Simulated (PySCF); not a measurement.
## Radial density of K³⁺ (potassium, charge +3)

M06-L, [Ne] 3s2 3p4, high-spin 3P determinant. Calculation: PySCF 2.14, in x2c-SVPall (5s3p2d, 24 functions); scalar relativity by spin-free X2C-1e.

| r (bohr) | 4πr²ρ (e/bohr) | 4πr²(ρα − ρβ) |
| --- | --- | --- |
| 0.00137 | 0.1198 | 0.0000 |
| 0.00231 | 0.3280 | 0.0000 |
| 0.00389 | 0.8578 | 0.0000 |
| 0.00654 | 2.097 | 0.0000 |
| 0.0110 | 4.863 | 0.0002 |
| 0.0185 | 10.09 | 0.0009 |
| 0.0311 | 17.45 | 0.0052 |
| 0.0523 | 22.18 | 0.0275 |
| 0.0881 | 18.67 | 0.1088 |
| 0.148 | 15.91 | 0.2867 |
| 0.249 | 22.38 | 0.3258 |
| 0.419 | 15.23 | 0.0121 |
| 0.705 | 4.527 | 0.6356 |
| 1.19 | 5.169 | 1.6290 |
| 1.99 | 1.672 | 0.6254 |
| 3.35 | 0.05949 | 0.0265 |
| 5.64 | 0.002939 | 0.0016 |
| 9.49 | 0.0002436 | 0.0001 |
| 16.0 | 1.509e-05 | 0.0000 |

Densities and radii are taken from the X2C orbitals without a picture-change correction, which distorts them close to the nucleus.
